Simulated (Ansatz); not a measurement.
Consider the formal loss of a carbene: `N[SiH2][CH2][GaH2]` → `[CH2]` (triplet) + `N[SiH2][GaH2]`.

Computed with Ansatz on PBE0-D4/def2-TZVP structures; ΔE is electronic, products minus reactants. CCSD(T)/CBS adds triple-zeta CCSD(T) − MP2 to the extrapolated MP2 energy (def2 sets, frozen cores). This one scheme is used for every species. DFT in def2-TZVPP. B3LYP here is the variant with VWN-RPA as its local correlation; programs differ in this. Triplets are unrestricted, without spin–orbit coupling. For Ga outer-core shells are correlated without core-valence functions, which leaves a few kJ/mol of doubt a bond. Scalar relativity is left out up to krypton. Each species was taken in one conformer, which may not be the lowest.

```json
{"level": "LDA (SPW92)", "ΔE (kJ/mol)": "537.6", "difference from CCSD(T)/CBS": "59.3"}
{"level": "r2SCAN-D4", "ΔE (kJ/mol)": "449.9", "difference from CCSD(T)/CBS": "-28.4"}
{"level": "B3LYP-D4", "ΔE (kJ/mol)": "461.0", "difference from CCSD(T)/CBS": "-17.3"}
{"level": "r2SCANh-D4", "ΔE (kJ/mol)": "448.7", "difference from CCSD(T)/CBS": "-29.6"}
{"level": "ωB97X-V", "ΔE (kJ/mol)": "481.6", "difference from CCSD(T)/CBS": "3.3"}
{"level": "ωB97M-V", "ΔE (kJ/mol)": "478.1", "difference from CCSD(T)/CBS": "-0.2"}
{"level": "BLYP", "ΔE (kJ/mol)": "442.4", "difference from CCSD(T)/CBS": "-35.9"}
{"level": "PBE0", "ΔE (kJ/mol)": "457.7", "difference from CCSD(T)/CBS": "-20.6"}
{"level": "r2SCANh", "ΔE (kJ/mol)": "446.5", "difference from CCSD(T)/CBS": "-31.8"}
{"level": "HF/def2-QZVPP", "ΔE (kJ/mol)": "324.9", "difference from CCSD(T)/CBS": "-153.4"}
{"level": "CCSD(T)/CBS", "ΔE (kJ/mol)": "478.3", "difference from CCSD(T)/CBS": "0"}
```

Largest T1 diagnostic among the species: 0.012.

At CCSD(T), def2-SVP lies −30.9 kJ/mol from the extrapolated value and def2-TZVPP −12.8 kJ/mol. From PBE to PBE0 (25 % exact exchange), in def2-TZVPP and without D4, ΔE moves by −3.9 kJ/mol.

CCSD(T)/CBS has its own doubt, a few kJ/mol and more with outer-core shells, so smaller differences from it don't rank the levels.
